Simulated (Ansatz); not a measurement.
CH4AlFS, relaxed with RKS PBE-D4/def2-SVP in Ansatz 0.2.0 from a rough embedded geometry. The force threshold is 0.03 eV/Å; the program also tests the step.

Total charge 0; spin multiplicity 1. The bonds changed during the relaxation, so this is another structure than the one it started from.

Start:

```xyz
8

F    -0.912   -0.112   -1.519
C    -0.465   -0.301   -0.154
Al    0.615    1.256    0.422
S     0.537   -1.727   -0.060
H    -1.364   -0.389    0.517
H     2.143    1.098    0.863
H    -0.038    2.762    0.371
H    -0.515   -2.586   -0.439
```

```tsv
step	energy (eV)	largest force (eV/Å)	largest move (Å)
1	-21229.2937	1.105	0.000
2	-21229.4409	0.563	0.130
3	-21229.4692	0.241	0.086
4	-21229.4783	0.078	0.055
5	-21229.4975	0.457	0.193
6	-21229.5192	0.665	0.196
7	-21229.5623	0.818	0.169
8	-21229.6644	0.961	0.193
9	-21229.7251	1.546	0.195
10	-21229.8495	0.721	0.083
11	-21229.9572	0.645	0.130
12	-21229.9970	0.470	0.195
13 (rejected)	-21229.9451	1.132	0.196
14	-21230.0178	0.367	0.098
15	-21230.0297	0.162	0.098
16	-21230.0331	0.133	0.035
17	-21230.0353	0.077	0.050
18	-21230.0360	0.024	0.027
```

End:

```xyz
8

F    -0.076    0.935   -1.547
C    -0.443   -0.500    0.272
Al    0.522    1.320    0.058
S     0.337   -1.961    0.248
H    -1.528   -0.534    0.050
H     2.107    1.113    0.228
H    -0.275    2.495    0.807
H    -0.644   -2.870   -0.116
```

Hardware: 2 threads of an Arm Neoverse V1 on a shared host. Wall time 29 s, peak host memory 0.15 GiB.
